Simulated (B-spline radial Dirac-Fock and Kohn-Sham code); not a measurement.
## M3 emission of Cs⁺

System: cesium as Cs⁺, configuration [Kr] 4d10 5s2 5p6, inside a Watson sphere of charge -1 and radius 2.2 Å (a model of the Madelung potential; inside it an electron's potential energy is raised by 6.5 eV).

Input file task.json (cfg lists n, l and occupation; rrms is the nuclear radius in fm):

```json
{"items": [{
  "Z": 55,
  "q": 1,
  "cfg": [[1, 0, 2], [2, 0, 2], [2, 1, 6], [3, 0, 2], [3, 1, 6], [3, 2, 10], [4, 0, 2], [4, 1, 6], [4, 2, 10], [5, 0, 2], [5, 1, 6]],
  "A": 133,
  "rrms": 4.8041,
  "watson": [-1, 2.2],
  "do": ["binding", "quiet", "decay"],
  "holes": ["K", "L1", "L2", "L3", "M1", "M2", "M3", "M4", "M5", "N1", "N2", "N3", "N4", "N5"]
}]}
```

Launch: `python xray_run.py task.json out`

The computed values come from a radial finite-basis atomic code: a relativistic independent-particle model: LDA orbitals of the hole state, radiative multipoles to third order, Auger rates from the Coulomb interaction with a continuum orbital, Dirac-Fock energies.

```csv
line,multipole,energy (eV),width (meV),share (%)
M3-M4,E1,261.9,0.0600,1.17
M3-M5,E1,275.8,0.644,12.5
M3-N1,E1,761.1,0.873,17.0
M3-N2,E2,817.0,0.000935,0.0182
M3-N4,E1,923.7,0.369,7.16
M3-N5,E1,926.0,3.05,59.2
M3-O1,E1,974.1,0.153,2.97
```

The listed lines hold 100.0 % of the radiative rate. The radiative width is 0.00515 eV in the length form and 0.00494 eV in the velocity form; the two differ because the transition energies are not eigenvalue differences of the potential that gave the orbitals.
